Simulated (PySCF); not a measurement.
**What each rung costs, and what it gives**

Saddle point of BSiH$_{6}$OF, singlet (SiH₄O ([OH][SiH3]) + BH₂F ([BH2][F]) → BSiH₅O ([BH2][O][SiH3]) + HF; bonds formed: F2–H5; dative contacts that become bonds: B1–O6; bonds broken: B1–F2, H5–O6), PBE0-D4/def2-TZVP structure:

```xyz
10
angstrom
B -1.3586 0.1745 -0.0538
F -1.6545 -1.4340 -0.0956
H -2.1452 0.6554 0.7046
H -1.2814 0.5597 -1.1870
H -0.6571 -1.2897 0.3478
O -0.0399 -0.1883 0.5748
Si 1.4650 0.2837 0.0330
H 2.4579 -0.4241 0.8726
H 1.6312 -0.0879 -1.3940
H 1.5826 1.7506 0.1977
```

Barriers are electronic and count from the start structure reached by relaxing down the imaginary mode.

PySCF 2.14 with density fitting (its default auxiliary sets; JK sets also for MP2 and CCSD(T)); basis: as named in each row; cores frozen in the correlated methods. B3LYP uses VWN-RPA correlation. Extrapolation: Hartree–Fock as exp(−7.88 √X), correlation as X^−2.97.

Times are rough, for one single point on 4 threads of a shared host (Arm Neoverse V1).

The estimate by CCSD(T) at an estimated basis limit (MP2 extrapolated from triple and quadruple zeta, plus CCSD(T) − MP2 in triple zeta) is 87.9 kJ/mol.

```tsv
method	basis	time (s)	barrier (kJ/mol)	method less estimate
HF	STO-3G	under 1	109.6	21.6
B3LYP-D4	6-31G	3	86.8	-1.1
PBE0-D4	def2-SVP	4	77.3	-10.6
PBE-D4	def2-SVP	5	66.0	-21.9
MP2	def2-QZVPP	6	82.7	-5.3
SPW92	def2-TZVPP	11	61.1	-26.8
PBE0-D4	def2-TZVPP	13	82.9	-5.1
BHLYP-D4	def2-TZVPP	13	98.0	10.1
PBE-D4	def2-TZVPP	14	72.9	-15.1
B3LYP-D4	def2-TZVPP	14	85.9	-2.0
CCSD(T)	def2-SVP	27	86.7	-1.3
r2SCAN-D4	def2-TZVPP	34	80.6	-7.3
wB97M-V	def2-TZVPP	200	86.5	-1.4
CCSD(T)	def2-TZVPP	720	86.8	-1.1
```

All methods are single points on the PBE0-D4 structures.

T1 diagnostic: at most 0.012.

The step is the kind of ligand exchange by which a precursor binds to a hydroxyl group, or is hydrolysed, in atomic layer deposition of oxides.

Labels in which every atom is bracketed show which atoms are joined, not bond orders.
